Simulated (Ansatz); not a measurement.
C4H12Cl2N2Sn, SMILES `C[N](C)[Sn]([Cl])([Cl])[N](C)C`, 21 atoms. The species carries charge 0 and has multiplicity 1. Correlated methods include outer-core shells of Sn, which these sets cover unevenly. Sn: def2 effective core potential. All runs use 4 threads of an AMD EPYC 7R13 on a shared host and a share of an NVIDIA H100 80 GB. Correlated methods freeze the cores.

Question: How many basis functions does each run have, and how long does it take in Ansatz? direct RPA on PBE orbitals/def2-TZVPP energy; RHF-MP2/def2-QZVPP energy; RKS PBE0-D4/def2-QZVPP energy; RKS r2SCAN0-D4/def2-TZVPP energy; RHF-CCSD(T)/def2-SVP energy; RHF-CCSD(T)/def2-TZVPP energy; RKS ωB97M-V/def2-SVP energy; RKS PBE0-D4/def2-SVP energy; RKS PBE0-D4/def2-TZVP relaxation (34 steps); RKS CAM-B3LYP-D4/def2-TZVPP energy; RKS PBE-D4/def2-TZVPP energy and forces; RKS BLYP-D4/def2-TZVPP energy. (Estimate.)

Answer: The calculation gave: Other jobs shared the machine, so times are rough.

```csv
level,job,functions,wall time,peak host memory (GiB)
RHF-CCSD(T)/def2-SVP,energy,206,17 s,0.83
RKS PBE0-D4/def2-SVP,energy,206,19 s,0.85
RKS CAM-B3LYP-D4/def2-TZVPP,energy,488,20 s,1.1
RKS r2SCAN0-D4/def2-TZVPP,energy,488,21 s,1.1
RHF-MP2/def2-QZVPP,energy,924,23 s,1.6
RKS ωB97M-V/def2-SVP,energy,206,25 s,0.97
RKS BLYP-D4/def2-TZVPP,energy,488,30 s,1.1
RKS PBE-D4/def2-TZVPP,energy and forces,488,43 s,1.1
direct RPA on PBE orbitals/def2-TZVPP,energy,488,56 s,2.6
RKS PBE0-D4/def2-QZVPP,energy,924,74 s,8.2
RHF-CCSD(T)/def2-TZVPP,energy,488,79 s,2.5
RKS PBE0-D4/def2-TZVP,relaxation (34 steps),382,110 s,1.1
```
